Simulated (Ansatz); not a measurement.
Consider the atomization: `O[Si](O)(O)O` → 4 H• + 4 O• + Si•.

Gas-phase electronic energies from Ansatz, PBE0-D4/def2-TZVP geometries. CCSD(T)/CBS is frozen-core, at the limit of the def2 triple- and quadruple-zeta sets. Open shells (•) are unrestricted, without spin–orbit coupling. Spin–orbit coupling would lower the free atoms: a little for O, Si. Each species was taken in one conformer, which may not be the lowest.

```csv
species,MP2/cc-pV(T+d)Z energy (Eh)
`O[Si](O)(O)O`,-592.17256
H•,-0.49981
O•,-74.95490
Si•,-288.91262
```

(1) Work out ΔE.

Largest T1 diagnostic among the species: 0.012.

Answers

(1) ΔE = 4 × (-0.49981) + 4 × (-74.95490) + (-288.91262) − (-592.17256) = 1.44110 Eh = +39.21 eV. CCSD(T)/CBS gives +39.29 eV.

From BLYP to BHLYP (50 % exact exchange), in def2-TZVPP and without D4, ΔE moves by −1.57 eV: exact exchange takes away binding that semilocal exchange gives to molecules. The D4 term adds +0.29 eV with B3LYP and +0.15 eV with PBE0; it sums over pairs of atoms, weighted by their polarisabilities, and B3LYP, whose exchange is more repulsive, gets the larger term. In def2-TZVPP, CCSD(T) changes the Hartree–Fock value by +10.93 eV (the triples alone add +0.63 eV) and MP2 by +12.29 eV; breaking electron pairs costs correlation energy, which Hartree–Fock lacks.

B3LYP here is the variant with VWN-RPA as its local correlation; programs differ in this.
